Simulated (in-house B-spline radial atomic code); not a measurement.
Inner levels of aluminium as electrons are removed. A shift is the extra binding of the orbital against the neutral atom ([Ne] 3s2 3p1). The density at the nucleus is averaged over the nuclear charge. Computed with an all-electron radial atomic-structure program (B-spline basis): Dirac-Hartree-Fock, average of the configuration, finite nuclei.

```json
{"ion": "Al", "configuration": "[Ne] 3s2 3p1", "shift of 2p3/2 (eV)": "0", "shift of 1s1/2 (eV)": "0", "shift of 2s1/2 (eV)": "0", "radius of 2p3/2 (bohr)": "0.60082", "radius of 1s1/2 (bohr)": "0.11991", "radius of 2s1/2 (bohr)": "0.61824", "Σ<r²> (bohr²)": "33.427", "change of density at nucleus (bohr⁻³)": "-"}
{"ion": "Al+", "configuration": "[Ne] 3s2", "shift of 2p3/2 (eV)": "8.28", "shift of 1s1/2 (eV)": "8.4666", "shift of 2s1/2 (eV)": "8.3497", "radius of 2p3/2 (bohr)": "0.60063", "radius of 1s1/2 (bohr)": "0.11991", "radius of 2s1/2 (bohr)": "0.61777", "Σ<r²> (bohr²)": "17.224", "change of density at nucleus (bohr⁻³)": "1.0013"}
{"ion": "Al2+", "configuration": "[Ne] 3s1", "shift of 2p3/2 (eV)": "?", "shift of 1s1/2 (eV)": "?", "shift of 2s1/2 (eV)": "?", "radius of 2p3/2 (bohr)": "?", "radius of 1s1/2 (bohr)": "?", "radius of 2s1/2 (bohr)": "?", "Σ<r²> (bohr²)": "?", "change of density at nucleus (bohr⁻³)": "?"}
{"ion": "Al3+", "configuration": "[He] 2s2 2p6", "shift of 2p3/2 (eV)": "?", "shift of 1s1/2 (eV)": "?", "shift of 2s1/2 (eV)": "?", "radius of 2p3/2 (bohr)": "?", "radius of 1s1/2 (bohr)": "?", "radius of 2s1/2 (bohr)": "?", "Σ<r²> (bohr²)": "?", "change of density at nucleus (bohr⁻³)": "?"}
{"ion": "Al4+", "configuration": "[He] 2s2 2p5", "shift of 2p3/2 (eV)": "69.936", "shift of 1s1/2 (eV)": "78.895", "shift of 2s1/2 (eV)": "65.764", "radius of 2p3/2 (bohr)": "0.56524", "radius of 1s1/2 (bohr)": "0.1198", "radius of 2s1/2 (bohr)": "0.60013", "Σ<r²> (bohr²)": "2.879", "change of density at nucleus (bohr⁻³)": "1.928"}
{"ion": "Al5+", "configuration": "[He] 2s2 2p4", "shift of 2p3/2 (eV)": "108.78", "shift of 1s1/2 (eV)": "127.37", "shift of 2s1/2 (eV)": "100.15", "radius of 2p3/2 (bohr)": "0.53796", "radius of 1s1/2 (bohr)": "0.11965", "radius of 2s1/2 (bohr)": "0.58326", "Σ<r²> (bohr²)": "2.2695", "change of density at nucleus (bohr⁻³)": "9.6947"}
```

(1) Fill in the row of Al2+.

(2) Fill in the row of Al3+.

Results:

(1) shift of 2p3/2 (eV): 20.311; shift of 1s1/2 (eV): 20.804; shift of 2s1/2 (eV): 20.208; radius of 2p3/2 (bohr): 0.59885; radius of 1s1/2 (bohr): 0.11991; radius of 2s1/2 (bohr): 0.61803; Σ<r²> (bohr²): 9.3319; change of density at nucleus (bohr⁻³): -1.2777.

(2) shift of 2p3/2 (eV): 34.163; shift of 1s1/2 (eV): 35.152; shift of 2s1/2 (eV): 33.797; radius of 2p3/2 (bohr): 0.59625; radius of 1s1/2 (bohr): 0.11991; radius of 2s1/2 (bohr): 0.6176; Σ<r²> (bohr²): 3.627; change of density at nucleus (bohr⁻³): -4.9043.
